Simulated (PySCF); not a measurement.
C2H3N, SMILES [C-]#[N+]C. Heavy atoms are numbered as in [CH3:1][N+:2]#[C-:3]. Hydrogens are named by the atom that carries them.

Geometry optimised at PBE0-D3(BJ)/def2-TZVP.

Method: B3LYP/pcSseg-2 (PySCF).

GIAO shieldings, no solvent; atoms alike by connectivity are averaged. δ = σ(ref) − σ: ¹³C against TMS (σ = 181.3 ppm); ¹⁵N against NH3 (σ = 260.3 ppm); ¹H against TMS (σ = 31.68 ppm), references at their B3LYP-D3(BJ)/def2-TZVP geometries, non-relativistic.

Computed chemical shifts:
```json
[
 {"nucleus": "¹³C", "atoms": "C3", "count": "1", "δ (ppm)": "182.2"},
 {"nucleus": "¹³C", "atoms": "C1 (CH3)", "count": "1", "δ (ppm)": "25.9"},
 {"nucleus": "¹⁵N", "atoms": "N2", "count": "1", "δ (ppm)": "179.5"},
 {"nucleus": "¹H", "atoms": "H on C1", "count": "3", "δ (ppm)": "3.10"}
]
```
